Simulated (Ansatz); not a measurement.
Z-matrix (Å, degrees):
```
C
N 1 1.441
H 1 1.103 2 113.1
H 1 1.093 2 110.6 3 -121.1
H 1 1.099 2 110.5 3 120.0
Sn 2 2.021 1 118.9 3 90.2
C 2 1.439 1 113.1 3 -59.1
N 6 2.012 2 101.4 1 53.9
N 6 2.021 2 118.7 1 -55.9
H 6 1.712 2 107.4 1 -177.8
H 7 1.103 2 113.3 1 58.7
H 7 1.094 2 110.9 1 180.0
H 7 1.099 2 110.5 1 -61.3
C 8 1.441 6 119.7 2 -167.5
C 8 1.441 6 119.7 2 44.3
C 9 1.439 6 120.1 2 -90.4
C 9 1.441 6 119.0 2 56.7
H 14 1.103 8 113.0 6 -92.5
H 14 1.099 8 110.4 6 147.7
H 14 1.092 8 110.6 6 28.6
H 15 1.099 8 110.4 6 -147.7
H 15 1.103 8 113.0 6 92.6
H 15 1.092 8 110.6 6 -28.6
H 16 1.094 9 110.9 6 -31.2
H 16 1.099 9 110.5 6 -149.9
H 16 1.103 9 113.3 6 90.1
H 17 1.103 9 113.1 6 -90.2
H 17 1.099 9 110.5 6 149.8
H 17 1.093 9 110.6 6 30.9
```

Total charge 0; spin multiplicity 1. Sn takes the def2 core potential.

Q: List the PBE/def2-TZVPP orbital energies in eV (Ansatz). (Estimate.)

A: The calculation gave: Occupied: -380.08, -380.06, -380.06, -269.30, -269.30, -269.23, -269.23, -269.18, -269.18, -132.83, -88.79, -88.77, -88.76, -25.50, -25.45, -25.35, -25.22, -25.20, -22.14, -21.78, -21.70, -17.31, -17.29, -17.18, -15.25, -14.64, -14.55, -12.73, -11.33, -11.25, -10.94, -10.80, -10.78, -10.70, -10.58, -10.53, -9.73, -9.28, -9.18, -9.16, -8.77, -8.71, -8.59, -7.86, -7.71, -7.29, -5.15, -4.62, -4.45. Lowest empty: -0.62, -0.33, 0.16, 0.19, 1.05, 1.19, 1.22, 1.45.
